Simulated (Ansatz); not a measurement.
Basis-set extrapolation for C7H14, SMILES `C=CCCCCC` (PBE0-D4/def2-TZVP geometry, frozen core, the Gaussian-basis code of Ansatz). Multiplicity 1, RHF reference.

```tsv
	def2-TZVPP	def2-QZVPP
HF	-273.311414	-273.324172
MP2 correlation	-1.206069	-1.280926
CCSD(T) correlation	-1.332892	not run
```

Energies in hartree. Use E(X) = E(∞) + A·exp(−7.88·√X) for Hartree–Fock and E(X) = E(∞) + B·X^(−2.97) for correlation, with X = 3 and 4, and add CCSD(T) minus MP2 of the smaller set to the MP2 limit.

Problem. What is the CCSD(T) energy at the basis-set limit?

Solution. HF limit: -273.324172 + (-0.012758) × 0.13774 = -273.32593. MP2 limit: -1.280926 + (-0.074857) × 0.74074 = -1.33638. Higher-order term: -1.332892 − (-1.206069) = -0.12682. Total: -274.78913 hartree, 90.9 kcal/mol below CCSD(T)/def2-TZVPP.
